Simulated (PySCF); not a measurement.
# One molecule, several mistakes: BGeH6Si

These are calculations, not measurements. They come from PySCF 2.14.0, an open-source quantum chemistry program, on an isolated molecule that a program drew, which may never have been made. The molecule is BGeH6Si (charge 0, doublet), drawn as the SMILES string `[BH2][GeH2][SiH2]`.

Each row is a Hartree-Fock (HF) and frozen-core CCSD(T) single point in the cc-pV(D+d)Z basis, meant for a local HF minimum. Run 1 is clean. Each other run has one planted mistake out of seven kinds, and not every kind appears here: one electron removed, one electron added, multiplicity raised by two, geometry at a saddle point, minimal basis STO-3G, one bond length entered in bohr, all coordinates scaled. The reference is restricted for singlets and unrestricted otherwise, and also for a bond in bohr. Adding or removing an electron swaps singlet and doublet. Electrons count all cores. HOMO and LUMO are orbital energies over both spins, the gradient is its largest component, and the lowest frequency (negative if imaginary) is given only where the gradient is small. Bond lengths are over the 8 bonds as drawn. T1 is the CCSD diagnostic: over 0.02 (restricted) or 0.045 (unrestricted) a single reference is doubtful. Germanium has the cc-pVDZ-PP basis, with a core potential (ECP10MDF) in place of its 10 inner electrons, and its 3s, 3p and 3d shells are frozen in CCSD(T).

Geometry of the clean run:
```xyz
9
BGeH6Si, angstrom
B    -0.6049    1.0398   -0.2785
Ge    0.4057   -0.5826    0.5395
Si    2.7712   -0.1618    0.3176
H    -0.8685    1.0654   -1.4471
H    -0.8681    1.9950    0.3953
H     0.1112   -0.7793    2.0332
H     0.1028   -1.9019   -0.1843
H     3.2111    1.0484    1.0572
H     3.2023   -0.0386   -1.0980
```

```
run  electrons  basis functions  <S^2>  HOMO (eV)  LUMO (eV)  gradient (hartree/bohr)  lowest frequency (cm^-1)  mean bond (Å)  longest bond (Å)      T1  HF (hartree)  CCSD(T) (hartree)                          mistake
  1         57               90  0.763      -8.58       0.57                  2.0e-05                       111         1.6160             2.413  0.0164    -610.42114         -610.75410                         no fault
  2         57               90  3.772      -6.99      -2.05                  5.2e-02                         -         1.6160             2.413  0.0185    -610.29086         -610.61442       multiplicity raised by two
  3         57               90  1.623      -8.62       0.58                  6.9e-03                         -         1.7868             2.901  0.0415    -610.32357         -610.64324  one bond length entered in bohr
  4         58               90  0.000      -1.11       5.95                  3.2e-02                         -         1.6160             2.413  0.0364    -610.42322         -610.79962               one electron added
  5         56               90  0.000     -15.94      -6.68                  3.9e-02                         -         1.6160             2.413  0.0197    -610.13956         -610.46359                                ?
  6         57               90  0.762      -8.60       0.47                  2.9e-02                         -         1.7098             2.553  0.0162    -610.40135         -610.73832                                ?
```

**Which mistake was planted in run 5, and what did it cost?**

It counts 56 electrons, one fewer than the clean run, at the same geometry and basis. So the mistake is: one electron removed. Subtracting run 1 and multiplying by 627.51 kcal/mol a hartree, the energy moved by 176.7 kcal/mol in HF and 182.3 kcal/mol in CCSD(T).

**Which mistake was planted in run 6, and what did it cost?**

The mean and the longest bond both change by the same factor, 1.058, and the gradient is no longer small. So the mistake is: all coordinates scaled. Subtracting run 1 and multiplying by 627.51 kcal/mol a hartree, the energy moved by 12.4 kcal/mol in HF and 9.9 kcal/mol in CCSD(T).

Cautions from the logs. Run 4: T1 is over the limit, so its CCSD(T) energy is less reliable.
